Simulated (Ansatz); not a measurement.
`[OH][InH][NH][SiH3]` + `[OH][In]([SH])[Cl]` → `[SiH3][O][In]([SH])[Cl]` + `[NH2][InH][OH]`  (ligand exchange at the Si–N bond)

Isolated molecules relaxed with PBE0-D4/def2-TZVP in Ansatz; ΔE leaves out vibrations. CBS: MP2 limit from def2 TZ/QZ plus the TZ coupled-cluster correction, frozen cores. DFT in def2-TZVPP. B3LYP here is the variant with VWN-RPA as its local correlation; programs differ in this. def2 core potentials past Kr. For In outer-core shells are correlated without core-valence functions, which leaves a few kJ/mol of doubt a bond. Each species was taken in one conformer, which may not be the lowest.

```csv
level,ΔE (kcal/mol)
B3LYP-D4,-9.7
ωB97X-V,-9.6
B3LYP,-9.8
HF/def2-TZVPP,-12.3
SCS-MP2/def2-TZVPP,-9.9
CCSD(T)/def2-TZVPP,-9.5
HF/CBS(def2),-12.7
MP2/CBS(def2),-9.5
```

(1) What does CCSD(T)/CBS give? (Best estimate.)

Largest T1 diagnostic among the species: 0.016.

Answers

(1) Computed: -9.6 kcal/mol. The listed levels differ from it by -0.1, 0.0, -0.2, -2.7, -0.3, 0.1, -3.1, 0.1 kcal/mol.

From PBE to PBE0 (25 % exact exchange), in def2-TZVPP and without D4, ΔE moves by −0.9 kcal/mol. In def2-TZVPP, CCSD(T) changes the Hartree–Fock value by +2.9 kcal/mol (the triples alone add +0.5 kcal/mol) and MP2 by +3.0 kcal/mol.
